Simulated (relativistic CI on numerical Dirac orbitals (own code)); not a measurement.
A reference radial Dirac CI calculation of Xe⁴⁰⁺ gave the lowest total energy -6021.91158 Ha in 8 SCF steps, from this input:

```
atom Xe  Z=54  charge=40  electrons=14
nucleus A=132  rms_radius_fm=4.7859
hamiltonian dirac-coulomb  breit=on  qed=on  c_scale=1
orbitals kli  potential=per-configuration
slater_scale 1
correlation none
mixing on
grid step=0.0125 r_max=3.1
scf mixing=0.4 start=green max_iterations=150 tolerance=2e-08 node_fill=0.05
configurations
  [Ne] 3s2 3p2
end
```

One setting was then changed, and the output read:

```
SCF 1: [Ne] 3s2 3p2
 iter      energy (Ha)   residual   last orbital (Ha)
    1     -5999.349213   4.23e+00   -136.42296
    2     -6017.400230   2.49e+00   -123.30781
    3     -6026.816160   5.87e-02   -106.63978
    4     -6026.819004   2.23e-02   -106.64520
    5     -6026.820849   1.96e-04   -106.50345
    6     -6026.820847   2.52e-05   -106.50481
error: SCF of 1s2 2s2 2p6 3s2 3p2 did not converge
end: not converged
```

Which setting was changed?
A. nuclear radius
B. speed of light
C. iteration limit
D. end of the grid

C. The iteration limit 6. This setting is bad on purpose; its numbers may not be properties of the ion.
